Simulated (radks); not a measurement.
Results of a calculation; reference values are marked as such.
Problem. Level of theory: scalar-relativistic Kohn-Sham, exchange-only LDA, spin-unpolarised, spherical densities, finite nucleus; Fermi nuclear charge, rms radius of each element as measured or else 0.836 A^(1/3) + 0.57 fm (a radial shooting solver on a logarithmic mesh with Libxc functionals). Response by self-consistent Sternheimer equations with the Hartree and adiabatic exchange-only LDA kernel, the relativistic mass of each level held fixed and spin-orbit coupling left out. Rank In3+, Pd, Ag+, I7+, Xe8+, Te6+, Sn4+, Cd2+, Sb5+ (NIST ground configurations) by static dipole polarisability, largest first.

Solution. Pd 35.02, Ag+ 11.39, Cd2+ 5.877, In3+ 3.625, Sn4+ 2.471, Sb5+ 1.796, Te6+ 1.365, I7+ 1.072, Xe8+ 0.8627 bohr^3.
